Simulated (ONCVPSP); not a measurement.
# titanium (Ti), ONCV: configuration errors across variants

```
Element                 : Ti
Generator               : ONCVPSP 4.0.1
Type                    : optimised norm-conserving Vanderbilt (ONCV)
Functional              : PBEsol
Relativity              : scalar-relativistic
Frozen core             : [Ne]
Valence charge          : 12
Reference configuration : 3s2 3p6 3d2 (charge +2)
Partial waves           : 3s: rc 0.95 bohr, ncon 3, nbas 7, qcut 6 1/bohr, 2 projectors, debl 1.7 Ha; 3p: rc 1.35 bohr, ncon 5, nbas 9, qcut 13 1/bohr, 2 projectors, debl 4 Ha; 3d: rc 1.55 bohr, ncon 5, nbas 10, qcut 10.7 1/bohr, 2 projectors, debl 2.4 Ha
Local potential         : polynomial inside 0.90 bohr (lpopt 4, dvloc0 6 Ha)
Core correction         : polynomial model core, fcfact 0.7
```

In the s channel the program set the typed energies aside and used -2.878, 0.250 Ha.

All-electron excitation energies from the reference (eV): (1) 3s2 3p6 3d2 4s2 -20.830; (2) 3s2 3p6 3d2 4s1 -13.471; (3) 3s2 3p6 3d1 26.896; (4) 3s2 3p6 3d2 4s1.5 -17.887.

Errors AE − PS in meV (a dash: test not solved or not reliable):

```csv
change,(1),(2),(3),(4),bound ghosts,GHOST(+) flags above zero
base,+0.7,+0.2,+25,+0.4,none,none
"all radii but the core radius scaled by about 0.77 (s 0.74, p 1.04, d 1.20 bohr); local potential polynomial inside 0.70 bohr (lpopt 4, dvloc0 6 Ha)",-0.1,-0.3,+11,-0.3,none,s
"all radii but the core radius scaled by about 0.84 (s 0.80, p 1.14, d 1.30 bohr); local potential polynomial inside 0.76 bohr (lpopt 4, dvloc0 6 Ha)",-0.2,-0.4,+14,-0.4,none,none
"all radii but the core radius scaled by about 0.92 (s 0.88, p 1.24, d 1.42 bohr); local potential polynomial inside 0.82 bohr (lpopt 4, dvloc0 6 Ha)",+0.2,-0.1,+19,0.0,none,none
"all radii but the core radius scaled by about 1.07 (s 1.02, p 1.44, d 1.66 bohr); local potential polynomial inside 0.96 bohr (lpopt 4, dvloc0 6 Ha)",+1.0,+0.3,+33,+0.6,none,none
"all radii but the core radius scaled by about 1.23 (s 1.16, p 1.66, d 1.90 bohr); local potential polynomial inside 1.10 bohr (lpopt 4, dvloc0 6 Ha)",+1.8,+0.8,+52,+1.3,none,none
"all radii but the core radius scaled by about 1.32 (s 1.26, p 1.78, d 2.06 bohr); local potential polynomial inside 1.20 bohr (lpopt 4, dvloc0 6 Ha)",+2.2,+1.0,+78,+1.5,none,none
```

Q: Give the same row for: all radii but the core radius scaled by about 1.17 (s 1.12, p 1.58, d 1.82 bohr); local potential polynomial inside 1.06 bohr (lpopt 4, dvloc0 6 Ha).

A: +1.8, +0.8, +45, +1.3; bound ghosts: none; GHOST(+) flags above zero: none.
